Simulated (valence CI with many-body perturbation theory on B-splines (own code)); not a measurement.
# Which ion has this spectrum?

A relativistic CI+MBPT calculation for an atom or ion with 32 electrons gives these levels (cm⁻¹):

```tsv
J	Parity	E	g
0	even	0	
1	even	267571	1.50
2	even	293478	1.20
2	even	580608	1.30
0	even	638756	
2	odd	807001	1.65
1	odd	897046	0.98
2	odd	1053832	1.51
3	odd	1104476	1.33
2	odd	1147256	0.92
0	odd	1158106	
1	odd	1182292	1.27
1	odd	1222880	1.41
2	odd	1230478	0.93
```

The energies are calculated, and their last digits are not significant.

(1) Which is it?
A. Tb33+
B. Pr27+
C. Sm30+
D. Nd28+

## Answers

(1) C. Sm30+, ground level (4s^2 4p1/2^2) J=0.
